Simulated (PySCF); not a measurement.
Species: C6H4BBrF2.
Numbering: `[F:1][B:2]([F:3])[c:4]1[cH:5][cH:6][c:7]([Br:8])[cH:9][cH:10]1` (hydrogens: H11 on C5; H12 on C6; H13 on C9; H14 on C10)

Geometry (PBE0-D3(BJ)/def2-SVP, Å), atoms numbered from 1 in this order:
```xyz
14
C6H4BBrF2 angstrom
F     -3.147   -1.060   -0.376
B     -2.399    0.015   -0.556
F     -2.996    1.083   -1.054
C     -0.893    0.010   -0.204
C     -0.101    1.154   -0.393
C      1.255    1.149   -0.084
C      1.829   -0.018    0.422
Br     3.666   -0.043    0.833
C      1.067   -1.170    0.626
C     -0.287   -1.145    0.313
H     -0.556    2.064   -0.792
H      1.867    2.039   -0.234
H      1.535   -2.071    1.024
H     -0.888   -2.045    0.469
```

All values: B3LYP/def2-SVPD (PySCF, non-relativistic), on one gas-phase PBE0-D3(BJ)/def2-SVP geometry that isn't relaxed in the solvent. The solvent is an IEF-PCM continuum (van der Waals radii × 1.2), and excitations are vertical TDDFT with non-equilibrium linear response and a frozen core. Only the electrostatic response of the medium enters. Spin–orbit coupling is left out although an atom past zinc is present.

Gas-phase singlets (H = HOMO, L = LUMO):

```tsv
state	E (eV)	λ (nm)	f	leading configuration
S1	4.899	253	0.006	H-1→L 59%
S2	4.987	249	0.327	H→L 94%
S3	5.491	226	0.000	H-2→L 99%
S4	5.649	219	0.000	H→L+2 98%
S5	5.896	210	0.129	H→L+1 57%
```

Question: What are the lowest 5 singlets in chloroform (ε = 4.711)?

Answer: 
```json
{"state": "S1", "E (eV)": "4.882", "λ (nm)": "254", "f": "0.016", "leading configuration": "H-1→L 67%", "change by rank (eV)": "-0.017"}
{"state": "S2", "E (eV)": "4.932", "λ (nm)": "251", "f": "0.445", "leading configuration": "H→L 95%", "change by rank (eV)": "-0.055"}
{"state": "S3", "E (eV)": "5.559", "λ (nm)": "223", "f": "0.000", "leading configuration": "H-2→L 99%", "change by rank (eV)": "+0.068"}
{"state": "S4", "E (eV)": "5.669", "λ (nm)": "219", "f": "0.000", "leading configuration": "H→L+2 97%", "change by rank (eV)": "+0.020"}
{"state": "S5", "E (eV)": "5.860", "λ (nm)": "212", "f": "0.192", "leading configuration": "H→L+1 65%", "change by rank (eV)": "-0.036"}
```

Question: Give the list for dimethylsulfoxide (ε = 46.83), n² = 2.19.

Answer: 
| state | E (eV) | λ (nm) | f | leading configuration | change by rank (eV) |
| --- | --- | --- | --- | --- | --- |
| S1 | 4.878 | 254 | 0.018 | H-1→L 69% | -0.021 |
| S2 | 4.940 | 251 | 0.453 | H→L 95% | -0.047 |
| S3 | 5.582 | 222 | 0.000 | H-2→L 99% | +0.091 |
| S4 | 5.682 | 218 | 0.000 | H→L+2 97% | +0.033 |
| S5 | 5.873 | 211 | 0.195 | H→L+1 67% | -0.023 |

Question: How do the frontier levels move from gas to dimethylsulfoxide?

Answer: 
| orbital | gas (eV) | solvent (eV) | change (eV) |
| --- | --- | --- | --- |
| LUMO+2 | -0.58 | -0.41 | +0.17 |
| LUMO+1 | -1.18 | -0.93 | +0.25 |
| LUMO | -2.01 | -1.84 | +0.17 |
| HOMO | -7.32 | -7.19 | +0.13 |
| HOMO-1 | -7.85 | -7.61 | +0.24 |
| HOMO-2 | -8.36 | -8.28 | +0.08 |
| HOMO-3 | -9.21 | -9.10 | +0.11 |

The HOMO–LUMO gap goes from 5.31 to 5.35 eV.
